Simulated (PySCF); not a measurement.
Species: CH9NSi3.
SMILES with atom numbers: `[CH2:1]1[SiH2:2][NH:3][SiH2:4][SiH2:5]1` (hydrogens: H6, H7 on C1; H8, H9 on Si2; H10 on N3; H11, H12 on Si4; H13, H14 on Si5)

Geometry (GFN2-xTB, Å), atoms numbered from 1 in this order:
```
atom  x, y, z in Å
C1     0.783   -1.289   -0.244
Si2    1.565    0.409    0.104
N3     0.222    1.498   -0.015
Si4   -1.461    1.051    0.040
Si5   -1.106   -1.224    0.053
H6     1.259   -2.058    0.361
H7     0.976   -1.562   -1.281
H8     2.158    0.457    1.449
H9     2.567    0.795   -0.897
H10    0.444    2.479   -0.037
H11   -2.119    1.670   -1.122
H12   -2.072    1.672    1.228
H13   -1.417   -1.897    1.326
H14   -1.799   -2.002   -0.987
```

Computed with PySCF, TDDFT CAM-B3LYP/def2-SVPD, vertical, gas phase, core orbitals frozen in the response.

Transition dipole moments from the ground state, in atomic units and in the frame of the coordinates above (overall signs are arbitrary), for the states with f of 0.002 or more among the lowest 6:

```csv
state,E (eV),μx,μy,μz
S2,6.655,0.186,-0.023,0.090
S3,6.824,-0.131,0.088,-0.117
S4,6.854,-0.442,0.193,0.013
S5,7.046,0.124,-0.008,-0.200
S6,7.240,-0.064,-0.015,0.477
```

(1) What oscillator strength does each state have?

(2) What angle do the transition dipoles of S4 and S6 make?

(3) How is the summed strength of these states shared among x, y and z?

(4) What peak molar absorption coefficient would the strongest computed level give as a lone Gaussian band 0.4 eV wide at half height?

Results:

(1) f = (2/3) ΔE |μ|² with ΔE in hartree (27.2114 eV).

```tsv
state	|μ|² (au)	|μ| (D)	f
S2	0.043	0.53	0.007
S3	0.039	0.50	0.006
S4	0.233	1.23	0.039
S5	0.055	0.60	0.010
S6	0.232	1.22	0.041
```

(2) |cos θ| = |μa·μb| / (|μa| |μb|) = 0.14, so θ ≈ 82° (taken between 0 and 90°, since the signs are arbitrary).

(3) (2/3) Σ ΔE μα² gives 0.045 for x, 0.008 for y and 0.051 for z, 0.103 in all.

(4) ε(max) = 2.175×10⁸ f / FWHM, with the width in cm⁻¹. S6: 2.175×10⁸ × 0.0411 / 3226 ≈ 2800 L mol⁻¹ cm⁻¹.

On an Arm Neoverse N1 with one thread, on a shared host, this took 50 s and 0.83 GiB of memory at its peak.

One conformer stands for the species.

Without π bonds the low states may be Rydberg-like; a valence basis with one diffuse set may place them up to an eV too high.
